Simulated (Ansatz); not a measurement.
Relaxation of BFH6Si3 (11 atoms, charge 0, multiplicity 1), to a largest force component of 0.02 eV/Å in at most 50 steps.

These are results of Ansatz 0.2.0, RKS PBE0-D4/def2-SVP, not measurements.

```xyz
11
Properties=species:S:1:pos:R:3
B 0.171 2.023 -0.372
Si 0.257 0.203 -0.909
Si 0.842 -1.053 0.819
Si -1.147 -1.137 0.066
F -2.316 -0.328 1.029
H 0.770 2.902 -0.936
H -0.572 2.380 0.503
H 0.981 -0.189 -2.151
H 1.698 -2.204 0.512
H 1.022 -0.307 2.115
H -1.641 -2.347 -0.654
```

Where does it end, and by what steps?

The forces met the threshold. After 25 steps the energy has fallen by 1.190 eV; H6 moved furthest, 1.32 Å. Joined: B1–Si3 (3.37 → 2.12 Å).

| step | energy less start (eV) | largest force component (eV/Å) | accepted |
| --- | --- | --- | --- |
| 0 | 0.0000 | 4.855 | yes |
| 1 | -0.6541 | 1.880 | yes |
| 2 | -0.7162 | 0.962 | yes |
| 3 | -0.7716 | 0.307 | yes |
| 4 | -0.7934 | 0.191 | yes |
| 5 | -0.8075 | 0.108 | yes |
| 6 | -0.8147 | 0.135 | yes |
| 7 | -0.8198 | 0.114 | yes |
| 8 | -0.8252 | 0.193 | yes |
| 9 | -0.8303 | 0.305 | yes |
| 10 | -0.8436 | 0.444 | yes |
| 11 | -0.8864 | 0.588 | yes |
| 12 | -0.9686 | 0.585 | yes |
| 13 | -1.0268 | 0.379 | yes |
| 14 | -1.0617 | 0.414 | yes |
| 15 | -1.0785 | 0.384 | yes |
| 16 | -1.1009 | 0.493 | yes |
| 17 | -1.1201 | 0.397 | yes |
| 18 | -1.1495 | 0.310 | yes |
| 19 | -1.1657 | 0.269 | yes |
| 20 | -1.1389 | 0.565 | no |
| 21 | -1.1859 | 0.108 | yes |
| 22 | -1.1831 | 0.228 | no |
| 23 | -1.1891 | 0.045 | yes |
| 24 | -1.1899 | 0.031 | yes |
| 25 | -1.1901 | 0.019 | yes |

```xyz
11
Properties=species:S:1:pos:R:3
B 0.681 1.673 -0.136
Si -0.480 0.544 -1.269
Si 0.735 -0.247 0.752
Si -1.309 -1.224 -0.107
F -2.518 -1.094 0.973
H 1.697 1.994 -0.710
H 0.153 2.413 0.663
H 0.346 -0.374 -2.151
H 1.928 -1.123 0.609
H 0.235 -0.057 2.144
H -1.404 -2.561 -0.747
```

Run time: 110 s on 2 threads of Intel(R) Xeon(R) Platinum 8175M CPU @ 2.50GHz (Skylake/Cascade Lake) (shared host), peak memory 0.28 GiB.
